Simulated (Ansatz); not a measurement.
C₃H₆AlNO (`C=[N][Al]1[CH2]C[O]1`), relaxed with RKS PBE0-D4/def2-TZVP in Ansatz 0.2.0 from a PBE-D4/def2-SVP geometry. The force threshold is 0.005 eV/Å; the program also tests the step.

Total charge 0; spin multiplicity 1.

Start:

```xyz
12

C     0.407    1.213   -2.976
N     0.211    0.683   -1.852
Al   -0.023   -0.034   -0.261
C     0.087    0.198    1.686
C    -0.437   -1.267    1.635
O    -0.587   -1.617    0.233
H    -0.382    1.796   -3.522
H     1.386    1.143   -3.522
H    -0.607    0.917    2.164
H     1.090    0.311    2.143
H    -1.420   -1.369    2.151
H     0.274   -1.974    2.121
```

(1) How much energy does the relaxation release, and in how many steps? (Estimate.)

(2) Which bonds change most? (An estimate is asked.)

(3) Give the relaxed structure. (Best estimate.)

Results:

(1) Computed: 7.23 kJ/mol, in 9 steps, 2 of them rejected.

(2) The calculation gave: Al3–O6 from 1.752 to 1.718 Å; Al3–C4 from 1.964 to 1.942 Å; N2–Al3 from 1.761 to 1.739 Å.

(3) Computed: 
```xyz
12

C     0.402    1.199   -2.937
N     0.216    0.669   -1.828
Al   -0.022   -0.047   -0.261
C     0.090    0.204    1.661
C    -0.433   -1.251    1.621
O    -0.575   -1.599    0.225
H    -0.382    1.768   -3.461
H     1.363    1.133   -3.472
H    -0.594    0.910    2.132
H     1.076    0.310    2.114
H    -1.407   -1.348    2.112
H     0.265   -1.949    2.093
```
